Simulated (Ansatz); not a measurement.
Reaction (ligand exchange at the Si–S bond): `CSS[SiH2][SiH3]` + `OCF` → `FCO[SiH2][SiH3]` + `CSS`

Program: Ansatz. Geometries: PBE0-D4/def2-TZVP. ΔE: electronic, gas phase. CBS: MP2 limit from def2 TZ/QZ plus the TZ coupled-cluster correction, frozen cores. DFT in def2-TZVPP. Each species was taken in one conformer, which may not be the lowest.

(1) Is it downhill or uphill in electronic energy at CCSD(T)/CBS, and by how much? (Best estimate.)

(2) What do these levels give: ωB97M-V, PBE, HF/def2-QZVPP, MP2/def2-QZVPP, SCS-MP2/def2-QZVPP, HF/CBS(def2)? (Estimate.)

Largest T1 diagnostic among the species: 0.013.

Results:

(1) Ansatz gave: Downhill: ΔE = -0.12 eV.

(2) Computed: ωB97M-V -0.16, PBE -0.06, HF/def2-QZVPP -0.38, MP2/def2-QZVPP -0.09, SCS-MP2/def2-QZVPP -0.16, HF/CBS(def2) -0.38 eV.

In def2-TZVPP, CCSD(T) changes the Hartree–Fock value by +0.20 eV (the triples alone add +0.05 eV) and MP2 by +0.26 eV. The D4 term adds +0.09 eV with B3LYP and +0.05 eV with PBE0; it sums over pairs of atoms, weighted by their polarisabilities, and B3LYP, whose exchange is more repulsive, gets the larger term.

B3LYP here is the variant with VWN-RPA as its local correlation; programs differ in this.
